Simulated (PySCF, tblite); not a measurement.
Compound: C4H6FN3.
Z-matrix (Å and degrees, GFN2-xTB geometry), rows numbered from 1:
```
C 
C   1  1.5255
N   2  1.4353  1  110.78
N   3  1.3067  2  122.71  1   -91.06
C   4  1.3254  3  105.47  2   178.29
C   5  1.3973  4  106.51  3    -0.11
F   6  1.3240  5  128.26  4   179.56
N   3  1.3117  2  122.16  1    86.90
H   1  1.0862  2  109.90  3   179.59
H   1  1.0871  2  110.12  3   -60.52
H   1  1.0872  2  110.19  3    59.66
H   2  1.0917  1  110.46  3   118.92
H   2  1.0915  1  110.62  3  -118.76
H   5  1.0683  4  122.80  3   179.53
```

The calculation used wB97X-D/def2-SVPD in PySCF (dipole) on a GFN2-xTB geometry, gas phase.

Take the most abundant isotopes and a rigid rotor. The values belong to one conformer with, in the numbering `[CH3:1][CH2:2][n:3]1[n:4][cH:5][c:6]([F:7])[n:8]1`, C1–C2–N3–N4 -91°.

Q: Give the principal moments of inertia and the rotational constants in MHz.

A: Ia = 94.58, Ib = 369.42, Ic = 424.39 u·Å²; 505379 MHz·u·Å²/I gives A = 5343, B = 1368, C = 1191 MHz.

Q: Classify the top.

A: A near-prolate asymmetric top; Ray's κ = -0.915.

Q: What does the inertial defect say?

A: Not planar: Δ = Ic − Ia − Ib = -39.61 u·Å². For a rigid frame Δ = −2 Σ m c², so Σ m c² = 19.81 u·Å² lies off the ab plane: 6.53 from hydrogen and 13.27 from heavier atoms. The atom farthest from that plane is 1.43 Å away.

Q: Where do the levels up to J = 5 lie, in MHz?

A: Above 0(0,0):
J = 1: 1(0,1) 2559, 1(1,1) 6534, 1(1,0) 6712
J = 2: 2(0,2) 7671, 2(1,2) 11475, 2(1,1) 12006, 2(2,1) 23933, 2(2,0) 23939
J = 3: 3(0,3) 15324, 3(1,3) 18882, 3(1,2) 19945, 3(2,2) 31609, 3(2,1) 31638, 3(3,1) 51933, 3(3,0) 51933
J = 4: 4(0,4) 25502, 4(1,4) 28752, 4(1,3) 30523, 4(2,3) 41840, 4(2,2) 41927, 4(3,2) 62180, 4(3,1) 62181, 4(4,1) 90618, 4(4,0) 90618
J = 5: 5(0,5) 38183, 5(1,5) 41079, 5(1,4) 43734, 5(2,4) 54622, 5(2,3) 54822, 5(3,3) 74993, 5(3,2) 74996, 5(4,2) 103425, 5(4,1) 103425, 5(5,1) 139990, 5(5,0) 139990
Those of J = 1 are B + C, A + C and A + B.

Q: Predict some low-J microwave lines.

A: The dipole components are |μa| = 2.00 D, |μb| = 0.57 D, |μc| = 0.03 D. Intensities carry the squares of the components, which stand as 1.00 : 0.08 : 0.00 (a : b : c). Some lines, for components of 0.1 D or more:

| type | branch | J(Ka,Kc) | MHz | lower level (cm⁻¹) |
| --- | --- | --- | --- | --- |
| a | Q | 2(1,1) ← 2(1,2) | 532 | 0.383 |
| b | Q | 2(1,1) ← 2(0,2) | 4336 | 0.256 |
| a | R | 4(3,2) ← 3(3,1) | 10247 | 1.732 |
| a | R | 4(3,1) ← 3(3,0) | 10247 | 1.732 |
| b | Q | 5(2,3) ← 5(1,4) | 11089 | 1.459 |
| b | Q | 4(2,2) ← 4(1,3) | 11404 | 1.018 |
| a | R | 5(4,1) ← 4(4,0) | 12807 | 3.023 |
| a | R | 5(3,2) ← 4(3,1) | 12816 | 2.074 |
| b | R | 5(2,3) ← 4(1,4) | 26070 | 0.959 |
| b | R | 5(3,2) ← 4(2,3) | 33156 | 1.396 |

Q: Estimate the classical rotational partition function at 10 K, 25 K and 200 K.

A: Point group C1, symmetry number σ = 1; q = (√π/σ)·√((kT/h)³/(ABC)), k/h = 20836.6 MHz/K: 1810 at 10 K, 7140 at 25 K, 162000 at 200 K.

Its GFN2-xTB frequencies are all real (lowest 24 cm⁻¹). Constants of a rigid frame at the computed geometry: no zero-point averaging, no centrifugal distortion. A rigid rotor knows nothing of internal rotation, which can split or shift real lines. Quadrupole hyperfine structure (14N) is left out.
